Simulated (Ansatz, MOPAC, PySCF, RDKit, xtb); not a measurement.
Noncovalent pair: CH4O (SMILES CO) (first 6 atoms) with C3H8 (SMILES CCC); geometry from B3LYP-D3(BJ)/def2-TZVP, rigid monomers moved along the line of their centres of mass till H6···C7 is 2.41 Å.
(charge 0, multiplicity 1):
| atom | x (Å) | y (Å) | z (Å) |
|---|---|---|---|
| C | 0.4843 | 0.2433 | -0.2798 |
| O | -0.5138 | -0.5181 | 0.3832 |
| H | 0.7516 | 1.1470 | 0.2786 |
| H | 0.0681 | 0.5428 | -1.2407 |
| H | 1.3934 | -0.3402 | -0.4639 |
| H | -0.1745 | -0.7962 | 1.2398 |
| C | -0.3032 | -1.2829 | 3.5944 |
| C | -0.0244 | 0.0823 | 4.2179 |
| C | 0.3361 | 1.1441 | 3.1821 |
| H | -0.5351 | -2.0340 | 4.3515 |
| H | -1.1547 | -1.2360 | 2.9104 |
| H | 0.5663 | -1.6445 | 3.0362 |
| H | 0.7879 | -0.0090 | 4.9447 |
| H | -0.9033 | 0.4074 | 4.7816 |
| H | 0.5175 | 2.1138 | 3.6488 |
| H | 1.2431 | 0.8669 | 2.6375 |
| H | -0.4656 | 1.2691 | 2.4506 |

| level | interaction energy (kcal/mol) | cost |
|---|---|---|
| MMFF94 | 1.66 | - |
| UFF | 6.12 | - |
| GFN-FF | 0.27 | - |
| AM1 | -0.80 | - |
| PM3 | -1.27 | - |
| PM6 | -0.94 | - |
| PM7 | -1.44 | - |
| GFN1-xTB | -0.67 | - |
| GFN2-xTB | -0.88 | - |
| HF/STO-3G (no counterpoise) | 3.14 | - |
| HF/3-21G (no counterpoise) | 0.31 | - |
| HF/6-31G* | 3.02 | - |
| HF/6-31G* (no counterpoise) | 1.74 | - |
| HF/aug-cc-pVDZ | 2.83 | - |
| PBE/def2-TZVPPD | 0.09 | ×1 |
| PBE-D3(BJ)/def2-TZVPPD | -1.69 | ×1 |
| PBE-D4/def2-TZVPPD | -1.53 | ×1 |
| BP86/6-31G* (no counterpoise) | -0.14 | - |
| r2SCAN/def2-TZVPPD | -1.05 | ×2 |
| r2SCAN-D3(BJ)/def2-TZVPPD | -1.77 | ×2 |
| r2SCAN-D4/def2-TZVPPD | -1.67 | ×2 |
| B3LYP/3-21G (no counterpoise) | -2.17 | - |
| B3LYP/6-31G* | 1.46 | - |
| B3LYP/6-31G* (no counterpoise) | -0.57 | - |
| B3LYP/def2-TZVPPD | 1.35 | ×1 |
| B3LYP-D3(BJ)/def2-TZVPPD | -1.34 | ×1 |
| B3LYP-D4/def2-TZVPPD | -1.02 | ×1 |
| PBE0/def2-TZVPPD | 0.11 | ×1 |
| PBE0-D3(BJ)/def2-TZVPPD | -1.52 | ×1 |
| PBE0-D4/def2-TZVPPD | -1.37 | ×1 |
| M06-2X/6-31G* (no counterpoise) | -3.02 | - |
| wB97X-V/def2-TZVPPD | -1.34 | ×3 |
| wB97M-V/def2-TZVPPD | -1.46 | ×3 |
| MP2/6-31G* | 1.27 | - |
| MP2/6-31G* (no counterpoise) | -1.52 | - |
| MP2/aug-cc-pVDZ | -0.60 | ×1 |
| SCS-MP2/aug-cc-pVDZ | 0.29 | - |

The rows run from -3.02 (M06-2X/6-31G* (no counterpoise)) to 6.12 kcal/mol (UFF). The dispersion term adds -1.78 in PBE-D3(BJ), -1.62 in PBE-D4, -0.72 in r2SCAN-D3(BJ). The 6 functionals in def2-TZVPPD without D3 or D4 span 2.82, from wB97M-V to B3LYP.

Interaction energies are E(AB) − E(A) − E(B) at the monomers' geometry in the complex; basis-set methods are counterpoise corrected. Rows marked so take none. RDKit's UFF carries no charges.

Correlated levels freeze the cores. Rows in 3-21G, 6-31G*, STO-3G carry no dispersion term and start afresh at each structure (6-31G* with six Cartesian d functions). MP2/6-31G* freezes PySCF's default core. The state reached by AM1, PM3, PM6, PM7 isn't checked; PM7 holds dispersion and hydrogen-bond terms.

Run with Ansatz (Gaussian basis) for Hartree–Fock, density functionals and correlated methods; MOPAC for AM1, PM3, PM6, PM7 (differences of heats of formation); PySCF for 3-21G rows, 6-31G* rows, STO-3G rows, the dispersion terms; RDKit for the force fields; xtb for the GFN methods. Values without a source in brackets are computed.

Costs are rough ratios of core time to PBE/def2-TZVPPD (about 9 s over the structures, on one shared machine); a dash marks a level with no comparable run of its own.

Ansatz is a quantum-chemistry and plane-wave program.
